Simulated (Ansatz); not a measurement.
A calculation with Ansatz (development build ahead of 0.2.0).

```yaml
crystal:
  periodic: [false, false, false]
  atoms:
    - { symbol: C, position_ang: [-0.03656, -0.00694, -1.47778] }
    - { symbol: Br, position_ang: [0.01595, -0.00726, 0.46515] }
    - { symbol: H, position_ang: [0.04363, -1.03122, -1.835] }
    - { symbol: H, position_ang: [-0.90926, 0.54247, -1.90159] }
    - { symbol: H, position_ang: [0.94951, 0.51904, -1.86622] }
basis:
  gaussian: { orbitals: STO-3G }
hamiltonian:
  xc: hf
```

The input is written out in the form of the current development build from the run's settings.

The run gave:

| Item | Value |
| --- | --- |
| Converged | yes |
| Total energy | -2583.80383 hartree |
| Spin squared of the determinant | 0.000 |
